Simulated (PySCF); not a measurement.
PySCF input file for H5O4Si, SMILES O[Si](O)(O)[OH2+], charge +1, TDDFT-PBE/def2-SVPD. Geometry optimised at r2SCAN-D4/def2-SVP. The values are those of a single conformer.

```python
import numpy as np
from pyscf import gto, scf, dft, tdscf

mol = gto.M(
    atom='''
    O     0.43242802   -0.36992218    1.59110051
    Si    0.19981094   -0.05791696    0.03282824
    O     0.06930793   -1.26069463   -1.03365393
    O     0.87664036    1.32968441   -0.41909270
    O    -1.56881511    0.39607855   -0.16095745
    H     0.26096588   -1.21473056    2.02835148
    H     0.79816374   -1.75885794   -1.42663103
    H     1.58538130    1.76153476    0.07780055
    H    -1.84646976    1.32988494   -0.09954590
    H    -2.07188387   -0.06816288   -0.85874172
    ''',
    basis='def2-SVPD',
    charge=1,
    spin=0,
    max_memory=1600,
    verbose=4,
)
mf = dft.RKS(mol, xc='pbe').density_fit(auxbasis='def2-universal-jkfit')
mf.grids.level = 3
mf.conv_tol = 1e-9
mf.max_cycle = 100
mf.kernel()
mf.grids = dft.Grids(mol).set(level=1).build(with_non0tab=True)  # coarser grid for the response kernel
td = tdscf.TDDFT(mf)
td.singlet = True
td.nstates = 10
td.conv_tol = 1e-4
td.positive_eig_threshold = 1e-6
td.kernel(x0=td.get_init_guess(mf, 15))
td.analyze()
tt = tdscf.TDA(mf)
tt.singlet = False
tt.nstates = 4
tt.conv_tol = 1e-4
tt.positive_eig_threshold = 1e-6
tt.kernel(x0=tt.get_init_guess(mf, 9))
tt.analyze(verbose=3)
```

Program output:

```
PySCF version 2.14.0

[INPUT] verbose = 4
[INPUT] num. atoms = 10
[INPUT] num. electrons = 50
[INPUT] charge = 1
[INPUT] spin (= nelec alpha-beta = 2S) = 0
[INPUT] symmetry False subgroup None
[INPUT] Mole.unit = angstrom
[INPUT] Symbol           X                Y                Z      unit          X                Y                Z       unit  Magmom
[INPUT]  1 O      0.432428020000  -0.369922180000   1.591100510000 AA    0.817170526388  -0.699051607602   3.006744200556 Bohr   0.0
[INPUT]  2 Si     0.199810940000  -0.057916960000   0.032828240000 AA    0.377587953292  -0.109447192367   0.062036382751 Bohr   0.0
[INPUT]  3 O      0.069307930000  -1.260694630000  -1.033653930000 AA    0.130973005961  -2.382367577410  -1.953322835280 Bohr   0.0
[INPUT]  4 O      0.876640360000   1.329684410000  -0.419092700000 AA    1.656610190140   2.512739367004  -0.791970423805 Bohr   0.0
[INPUT]  5 O     -1.568815110000   0.396078550000  -0.160957450000 AA   -2.964630897979   0.748479983315  -0.304165498208 Bohr   0.0
[INPUT]  6 H      0.260965880000  -1.214730560000   2.028351480000 AA    0.493154041056  -2.295508073540   3.833028781556 Bohr   0.0
[INPUT]  7 H      0.798163740000  -1.758857940000  -1.426631030000 AA    1.508310871159  -3.323759798617  -2.695941927506 Bohr   0.0
[INPUT]  8 H      1.585381300000   1.761534760000   0.077800550000 AA    2.995936460007   3.328818255301   0.147021731841 Bohr   0.0
[INPUT]  9 H     -1.846469760000   1.329884940000  -0.099545900000 AA   -3.489322143691   2.513118313784  -0.188114487823 Bohr   0.0
[INPUT] 10 H     -2.071883870000  -0.068162880000  -0.858741720000 AA   -3.915293076204  -0.128809175062  -1.622786662538 Bohr   0.0

nuclear repulsion = 277.37903563704
number of shells = 66
number of NR pGTOs = 224
number of NR cGTOs = 156
basis = def2-SVPD
ecp = {}


[settings echo left out]
init E= -593.365573240746
  HOMO = -0.419584022208656  LUMO = -0.0840790085214094  gap/eV = 9.12956
cycle= 1 E= -592.233826221169  delta_E= 1.13  |g|=  1.3  |ddm|= 4.33
  HOMO = -0.30615821683086  LUMO = -0.203157726432432  gap/eV = 2.80279
cycle= 2 E= -591.333897883645  delta_E=  0.9  |g|= 2.49  |ddm|= 4.17
  HOMO = -0.492057688604999  LUMO = -0.234093714369434  gap/eV = 7.01956
cycle= 3 E= -592.539175759453  delta_E= -1.21  |g|= 0.165  |ddm|= 3.07
  HOMO = -0.479288616030502  LUMO = -0.235262179986712  gap/eV = 6.64030
cycle= 4 E= -592.541563018538  delta_E= -0.00239  |g|= 0.128  |ddm|= 0.253
  HOMO = -0.477649926458242  LUMO = -0.23073163400824  gap/eV = 6.71899
cycle= 5 E= -592.544479059362  delta_E= -0.00292  |g|= 0.0121  |ddm|= 0.108
  HOMO = -0.477567433314701  LUMO = -0.230960518809344  gap/eV = 6.71052
cycle= 6 E= -592.544492817787  delta_E= -1.38e-05  |g|= 0.00871  |ddm|= 0.0194
  HOMO = -0.477658532410735  LUMO = -0.231096644059671  gap/eV = 6.70929
cycle= 7 E= -592.544506734852  delta_E= -1.39e-05  |g|= 0.00149  |ddm|= 0.00831
  HOMO = -0.477835204230642  LUMO = -0.231149684786735  gap/eV = 6.71265
cycle= 8 E= -592.54450713525  delta_E= -4e-07  |g|= 0.000372  |ddm|= 0.00187
  HOMO = -0.477820931807143  LUMO = -0.231138062212247  gap/eV = 6.71258
cycle= 9 E= -592.544507165363  delta_E= -3.01e-08  |g|= 0.000102  |ddm|= 0.000968
  HOMO = -0.477825477884901  LUMO = -0.231139973061965  gap/eV = 6.71265
cycle= 10 E= -592.544507166414  delta_E= -1.05e-09  |g|= 7.16e-05  |ddm|= 0.000145
  HOMO = -0.47782706843872  LUMO = -0.231140668510973  gap/eV = 6.71268
cycle= 11 E= -592.544507167324  delta_E= -9.1e-10  |g|= 1.93e-05  |ddm|= 8.73e-05
  HOMO = -0.477826217451141  LUMO = -0.231140062485918  gap/eV = 6.71267
Extra cycle  E= -592.544507167146  delta_E= 1.78e-10  |g|= 3.6e-05  |ddm|= 5.13e-05
converged SCF energy = -592.544507167146
tot grids = 39496
Overwritten attributes  positive_eig_threshold  of <class 'pyscf.tdscf.rks.CasidaTDDFT'>


******** <class 'pyscf.tdscf.rks.CasidaTDDFT'> for <class 'pyscf.df.df_jk.DFRKS'> ********
nstates = 10 singlet
deg_eia_thresh = 1.000e-03
wfnsym = None
conv_tol = 0.0001
eigh lindep = 1e-12
eigh level_shift = 0
eigh max_cycle = 100


Excitation energies (eV)
[6.7755202  7.23705084 7.33732011 7.85902446 8.07794821 8.27145891
 8.5549964  8.70489275 8.73965567 8.93127238]

** Singlet excitation energies and oscillator strengths **
Excited State   1:      6.77552 eV    182.99 nm  f=0.0045
      25 -> 26       -0.70586
Excited State   2:      7.23705 eV    171.32 nm  f=0.0158
      24 -> 26        0.70465
Excited State   3:      7.33732 eV    168.98 nm  f=0.0204
      23 -> 26        0.70377
Excited State   4:      7.85902 eV    157.76 nm  f=0.0154
      22 -> 26       -0.69212
      25 -> 27        0.13185
Excited State   5:      8.07795 eV    153.48 nm  f=0.0154
      22 -> 26        0.12087
      24 -> 27        0.13296
      25 -> 27        0.67054
Excited State   6:      8.27146 eV    149.89 nm  f=0.0279
      21 -> 26        0.69036
Excited State   7:      8.55500 eV    144.93 nm  f=0.0100
      24 -> 27       -0.66736
      25 -> 27        0.11505
Excited State   8:      8.70489 eV    142.43 nm  f=0.0420
      20 -> 26       -0.11669
      22 -> 27       -0.11213
      23 -> 27       -0.64551
      25 -> 30       -0.15073
Excited State   9:      8.73966 eV    141.86 nm  f=0.0546
      20 -> 26       -0.68223
Excited State  10:      8.93127 eV    138.82 nm  f=0.0047
      25 -> 28       -0.69009
      25 -> 29        0.10713

** Transition electric dipole moments (AU) **
state          X           Y           Z        Dip. S.      Osc.
  1        -0.1044      0.0993     -0.0812      0.0273      0.0045
  2         0.2657     -0.0459      0.1289      0.0893      0.0158
  3        -0.1275      0.1893      0.2476      0.1134      0.0204
  4         0.1002      0.2149     -0.1542      0.0800      0.0154
  5        -0.1203     -0.1810      0.1743      0.0776      0.0154
  6         0.3134     -0.0087      0.1987      0.1378      0.0279
  7        -0.0100     -0.1818      0.1214      0.0479      0.0100
  8        -0.1396     -0.1404     -0.3971      0.1969      0.0420
  9        -0.4834      0.1316      0.0634      0.2550      0.0546
 10         0.0324     -0.1072     -0.0935      0.0213      0.0047

** Transition velocity dipole moments (imaginary part, AU) **
state          X           Y           Z        Dip. S.      Osc.
  1        -0.0268      0.0240     -0.0200      0.0017      0.0045
  2         0.0716     -0.0125      0.0356      0.0065      0.0164
  3        -0.0338      0.0506      0.0684      0.0084      0.0207
  4         0.0298      0.0641     -0.0440      0.0069      0.0160
  5        -0.0379     -0.0512      0.0527      0.0068      0.0153
  6         0.0948     -0.0032      0.0641      0.0131      0.0287
  7        -0.0010     -0.0595      0.0389      0.0051      0.0107
  8        -0.0471     -0.0447     -0.1280      0.0206      0.0429
  9        -0.1552      0.0404      0.0216      0.0262      0.0544
 10         0.0106     -0.0330     -0.0323      0.0022      0.0046

** Transition magnetic dipole moments (imaginary part, AU) **
state          X           Y           Z
  1        -0.3900     -0.1407     -0.3094
  2         0.1337     -0.3783     -0.2211
  3         0.1257      0.3276     -0.4845
  4         0.1669      0.0105     -0.1524
  5         0.3621      0.1436      0.1010
  6        -0.0134     -0.1599      0.0578
  7        -0.0968      0.2193      0.2264
  8        -0.0751     -0.4534      0.1329
  9         0.0612     -0.1880      0.1446
 10        -0.0342     -0.0828      0.1788
Overwritten attributes  positive_eig_threshold  of <class 'pyscf.tdscf.rks.TDA'>


******** <class 'pyscf.tdscf.rks.TDA'> for <class 'pyscf.df.df_jk.DFRKS'> ********
nstates = 4 triplet
deg_eia_thresh = 1.000e-03
wfnsym = None
conv_tol = 0.0001
eigh lindep = 1e-12
eigh level_shift = 0
eigh max_cycle = 100


Excitation energies (eV)
[6.6283059  7.06721324 7.16729872 7.70211603]

** Triplet excitation energies and oscillator strengths **
Excited State   1:      6.62831 eV    187.05 nm  f=0.0000
Excited State   2:      7.06721 eV    175.44 nm  f=0.0000
Excited State   3:      7.16730 eV    172.99 nm  f=0.0000
Excited State   4:      7.70212 eV    160.97 nm  f=0.0000
```

The run converged.
